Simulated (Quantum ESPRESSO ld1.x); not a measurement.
Values are calculated unless marked as measured or tabulated.
Species: Nd3+. Configuration: [Xe] 4f3.

Code: ld1.x of Quantum ESPRESSO 7.5. Model: Dirac Kohn-Sham, PW91, spin-unpolarised, spherical densities, point nucleus; open shells are shared between the two j in proportion to 2j + 1; speed of light set to 1370.36 atomic units (10 times the physical value, a model run).

Energy parts (eV):
total: -252770
kinetic: 252859
electron-nucleus: -597483
Hartree: 97694
exchange-correlation: -5840

Orbitals (lengths in bohr, moments of r in powers of bohr):
orbital,occ.,eigenvalue (eV),<r^2>
1s1/2,2,-41174.581,0.0008548
2s1/2,2,-6480.774,0.01370
2p1/2,2,-6144.167,0.01022
2p3/2,4,-6139.560,0.01023
3s1/2,2,-1427.292,0.09028
3p1/2,2,-1280.280,0.08508
3p3/2,4,-1279.369,0.08515
3d3/2,4,-1005.545,0.06909
3d5/2,6,-1005.321,0.06911
4s1/2,2,-304.801,0.4586
4p1/2,2,-248.998,0.4879
4p3/2,4,-248.801,0.4883
4d3/2,4,-150.402,0.5696
4d5/2,6,-150.362,0.5698
4f5/2,1.28571,-34.459,1.093
4f7/2,1.71429,-34.454,1.093
5s1/2,2,-62.938,2.546
5p1/2,2,-47.447,3.144
5p3/2,4,-47.418,3.147

The highest occupied level is 4f7/2 at -34.454 eV. The density falls to 0.001 e/bohr^3 at r = 3.42 bohr.
